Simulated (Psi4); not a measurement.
C₄H₉ (SMILES [CH2]C(C)C), doublet, geometry from GFN2-xTB; PBE0/6-31G (Psi4).

Input for Psi4:
```
memory 2 GB

molecule {
0 2
  C    -0.06016925    1.44249996    0.27961936
  C    -0.08390750    0.11146501   -0.35429513
  C    -1.18381101   -0.77275130    0.22969544
  C     1.28739346   -0.58580803   -0.20273367
  H     0.49416447    2.24451476   -0.16810711
  H    -0.48370750    1.59487803    1.25276322
  H    -0.25519959    0.23168623   -1.43397146
  H    -1.19933792   -1.74176142   -0.26430121
  H    -2.15653417   -0.30392903    0.10039321
  H    -1.01611072   -0.93093500    1.29282477
  H     1.27651791   -1.54727795   -0.71109000
  H     2.07506134    0.02834071   -0.63182061
  H     1.50811211   -0.74795018    0.84959330
}

set basis 6-31g
set reference uks
set scf_initial_accelerator none

energy('pbe0')
print_variables()
```

It wrote (shortened):

```
   => Loading Basis Set <=

    Name: 6-31G
    Role: ORBITAL
    Keyword: BASIS

         ---------------------------------------------------------
                                   SCF
               by Justin Turney, Rob Parrish, Andy Simmonett
                          and Daniel G. A. Smith
                              UKS Reference
         ---------------------------------------------------------

  ==> Geometry <==

    Molecular point group: c1
    Full point group: C1

    Geometry (in Angstrom), charge = 0, multiplicity = 2:

       Center              X                  Y                   Z               Mass
    ------------   -----------------  -----------------  -----------------  -----------------
         C           -0.055945267919     1.422117082329     0.284596433610    12.000000000000
         C           -0.079683517919     0.091082132329    -0.349318056390    12.000000000000
         C           -1.179587027919    -0.793134177671     0.234672513610    12.000000000000
         C            1.291617442081    -0.606190907671    -0.197756596390    12.000000000000
         H            0.498388452081     2.224131882329    -0.163130036390     1.007825032230
         H           -0.479483517919     1.574495152329     1.257740293610     1.007825032230
         H           -0.250975607919     0.211303352329    -1.428994386390     1.007825032230
         H           -1.195113937919    -1.762144297671    -0.259324136390     1.007825032230
         H           -2.152310187919    -0.324311907671     0.105370283610     1.007825032230
         H           -1.011886737919    -0.951317877671     1.297801843610     1.007825032230
         H            1.280741892081    -1.567660827671    -0.706112926390     1.007825032230
         H            2.079285322081     0.007957832329    -0.626843536390     1.007825032230
         H            1.512336092081    -0.768333057671     0.854570373610     1.007825032230

  Running in c1 symmetry.

  Rotational constants: A =      0.28188  B =      0.26708  C =      0.15873 [cm^-1]
  Rotational constants: A =   8450.41320  B =   8006.80393  C =   4758.67265 [MHz]
  Nuclear repulsion =  127.178183661125743

  Charge       = 0
  Multiplicity = 2
  Electrons    = 33
  Nalpha       = 17
  Nbeta        = 16

  ==> Algorithm <==

  SCF Algorithm Type is DF.
  DIIS enabled.
  MOM disabled.
  Fractional occupation disabled.
  Guess Type is SAD.
  Energy threshold   = 1.00e-06
  Density threshold  = 1.00e-06
  Integral threshold = 1.00e-12

  ==> Primary Basis <==

  Basis Set: 6-31G
    Blend: 6-31G
    Number of shells: 38
    Number of basis functions: 54
    Number of Cartesian functions: 54
    Spherical Harmonics?: false
    Max angular momentum: 1

  ==> DFT Potential <==

   => LibXC <=

    Version 7.1.2
    S. Lehtola, C. Steigemann, M. J. T. Oliveira, and M. A. L. Marques,  SoftwareX 7, 1–5 (2018) (10.1016/j.softx.2017.11.002)

   => Composite Functional: PBE0 <=

    PBE0 Hyb-GGA Exchange-Correlation Functional

    C. Adamo and V. Barone,  J. Chem. Phys. 110, 6158 (1999) (10.1063/1.478522)
    M. Ernzerhof and G. E. Scuseria,  J. Chem. Phys. 110, 5029 (1999) (10.1063/1.478401)

    Deriv               =              1
    GGA                 =           TRUE
    Meta                =          FALSE

    Exchange Hybrid     =           TRUE
    MP2 Hybrid          =          FALSE

   => Exchange Functionals <=

    0.7500   Perdew, Burke & Ernzerhof

   => Exact (HF) Exchange <=

    0.2500               HF

   => Correlation Functionals <=

    1.0000   Perdew, Burke & Ernzerhof

   => LibXC Density Thresholds  <==

    XC_HYB_GGA_XC_PBEH:  1.00E-15

   => Molecular Quadrature <=

    Radial Scheme          =       TREUTLER
    Pruning Scheme         =           NONE
    Nuclear Scheme         =       TREUTLER

    Blocking Scheme        =         OCTREE
    BS radius alpha        =              1
    Pruning alpha          =              1
[...]
  Reciprocal condition number of the overlap matrix is 1.1022715391E-03.
    Using symmetric orthogonalization.

  ==> Pre-Iterations <==

  SCF Guess: Superposition of Atomic Densities via on-the-fly atomic UHF (no occupation information).

   -------------------------
    Irrep   Nso     Nmo
   -------------------------
     A         54      54
   -------------------------
    Total      54      54
   -------------------------

  ==> Iterations <==

                           Total Energy        Delta E     RMS |[F,P]|

   @DF-UKS iter SAD:  -156.90137598144369   -1.56901e+02   0.00000e+00
   @DF-UKS iter   1:  -157.25852718001124   -3.57151e-01   1.32147e-02 DIIS
   @DF-UKS iter   2:  -157.22940964037198    2.91175e-02   1.37366e-02 DIIS
   @DF-UKS iter   3:  -157.54330459473374   -3.13895e-01   7.48394e-04 DIIS
   @DF-UKS iter   4:  -157.54403264635826   -7.28052e-04   3.84775e-04 DIIS
   @DF-UKS iter   5:  -157.54427005872662   -2.37412e-04   4.80895e-05 DIIS
   @DF-UKS iter   6:  -157.54427750911029   -7.45038e-06   2.03254e-05 DIIS
   @DF-UKS iter   7:  -157.54427859788061   -1.08877e-06   9.93523e-06 DIIS
   @DF-UKS iter   8:  -157.54427879098020   -1.93100e-07   2.43094e-06 DIIS
   @DF-UKS iter   9:  -157.54427880517935   -1.41991e-08   3.78584e-07 DIIS
  Energy and wave function converged.

  ==> Post-Iterations <==

   Electrons on quadrature grid:
      Nalpha   =   17.0000119113 ; deviation = 1.191e-05
      Nbeta    =   16.0000106514 ; deviation = 1.065e-05
      Ntotal   =   33.0000225628 ; deviation = 2.256e-05

   @Spin Contamination Metric:   4.095427357E-03
   @S^2 Expected:                7.500000000E-01
   @S^2 Observed:                7.540954274E-01
   @S   Expected:                5.000000000E-01
   @S   Observed:                5.000000000E-01

    Orbital Energies [Eh]
    ---------------------

    Alpha Occupied:

[...]
    Alpha Virtual:

[...]
      54A      1.641796

    Beta Occupied:

[...]
      16A     -0.333510

    Beta Virtual:

[...]
    Final Occupation by Irrep:
              A
    DOCC [    16 ]
    SOCC [     1 ]
    NA   [    17 ]
    NB   [    16 ]

  @DF-UKS Final Energy:  -157.54427880517935

   => Energetics <=

    Nuclear Repulsion Energy =            127.1781836611257432
    One-Electron Energy =                -462.0999344595435332
    Two-Electron Energy =                 196.2756429783776184
    DFT Exchange-Correlation Energy =     -18.8981709851391706
    Empirical Dispersion Energy =           0.0000000000000000
    VV10 Nonlocal Energy =                  0.0000000000000000
    Total Energy =                       -157.5442788051793457

  UHF NO Occupations:
  HONO-2 :   15  A 1.9996578
  HONO-1 :   16  A 1.9988412
  HONO-0 :   17  A 1.0000000
  LUNO+0 :   18  A 0.0011588
  LUNO+1 :   19  A 0.0003422
  LUNO+2 :   20  A 0.0002892
  LUNO+3 :   21  A 0.0002217

Computation Completed

Properties will be evaluated at   0.000000,   0.000000,   0.000000 [a0]

Properties computed using the SCF density matrix

 Multipole Moments:

 ------------------------------------------------------------------------------------
     Multipole            Electronic (a.u.)      Nuclear  (a.u.)        Total (a.u.)
 ------------------------------------------------------------------------------------

 L = 1.  Multiply by 2.5417464519 to convert [e a0] to [Debye]
 Dipole X            :         -0.2230368            0.2634118            0.0403750
 Dipole Y            :          1.2085363           -1.2710959           -0.0625596
 Dipole Z            :         -0.3376665            0.3103753           -0.0272912
 Magnitude           :                                                    0.0793010

 ------------------------------------------------------------------------------------

  Variable Map:
  ----------------------------------------------------------------------------
[...]
  Array Variable Map:
  ----------------------------------------------------------------------------
[...]
[...]
```
